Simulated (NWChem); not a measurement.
# Atomisation of C₂H₆F₂Si

SMILES: C[Si@H](F)CF
```xyz
11

C      1.9654    -0.5589    -0.6622
Si     0.3886     0.3448    -0.1993
F      0.5622     0.9619     1.3170
C     -1.0960    -0.8446    -0.1898
F     -2.2875    -0.1456    -0.0017
H      2.8402     0.1175    -0.5793
H      1.9210    -0.9283    -1.7076
H      2.1435    -1.4273     0.0044
H      0.0953     1.4968    -1.1154
H     -1.1459    -1.4048    -1.1546
H     -0.9837    -1.6077     0.6165
```
Charge 0, spin multiplicity 1.

Program: NWChem. The geometry was optimised at PBE/def2-SVP, a minimum by its harmonic frequencies. It is one conformer; others weren't searched.

Basis set: def2-TZVP. The atomisation energy is electronic alone: no zero-point, thermal, spin-orbit or counterpoise terms. No value is extrapolated to the basis-set limit. Free atoms are single determinants with multiplicities C 3, Si 3, F 2, H 2. Correlated methods freeze the same cores in atoms and molecule, 9 orbitals in all.

```csv
method,atomisation energy (kcal/mol),relative cost
HF,739.3,under 3
MP2,971.0,under 3
PBE0,982.4,under 3
PBE,999.0,under 3
BHandHLYP,954.6,1
B3LYP,979.9,under 3
LC-wPBE (omega 0.3 per bohr),993.3,7
M06-2X,988.8,under 3
```

The values span 259.7 kcal/mol, from HF (lowest) to PBE (highest). Relative cost: rough, from shared machines, SCF included, BHandHLYP = 1. Costs are the molecule's.

B3LYP has NWChem's definition, with VWN1-RPA local correlation. GW and range-separated runs recompute their integrals, the others keep them in memory, which bears on the times. The structure started from a generated list of species. No SCF solution was tested for a lower state. Open-shell Hartree-Fock references start from PBE0 orbitals; any time given for them includes that run.
